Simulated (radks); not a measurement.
Values are calculated unless marked as measured or tabulated.
The silver ion Ag1.75+, 45.25 electrons, occupied as 1s(up 1, down 0.25) 2s2 2p6 3s2 3p6 3d10 4s2 4p6 4d10 (fractional occupations, a model configuration). Code: a radial shooting solver on a logarithmic mesh with Libxc functionals. Model: scalar-relativistic Kohn-Sham, LDA (Slater exchange, Perdew-Wang correlation), spin-polarised, spherical densities, finite nucleus; Fermi nuclear charge, rms radius 4.5454 fm. Some entries of the table are withheld. Estimate them.

orbital,occ.,eigenvalue (eV),<1/r> (bohr^-1)
1s up,1,-25826.24,49.65
1s down,0.25,-25695.91,49.53
2s up,1,-3862.322,11.37
2s down,1,-3851.780,11.35
2p up,3,-3498.905,11.03
2p down,3,-3490.948,11.00
3s up,1,-729.7008,4.006
3s down,1,-727.7565,4.001
3p up,3,-605.6298,3.834
3p down,3,-604.1855,3.828
3d up,5,(1),3.615
3d down,5,(2),3.615
4s up,1,-117.9503,1.554
4s down,1,-117.5702,1.551
4p up,3,-80.9216,1.404
4p down,3,-80.6734,1.402
4d up,5,-26.7972,1.051
4d down,5,-26.7935,1.051

Answer. 
(1) 3d up eigenvalue (eV): -401.8547
(2) 3d down eigenvalue (eV): -401.8014
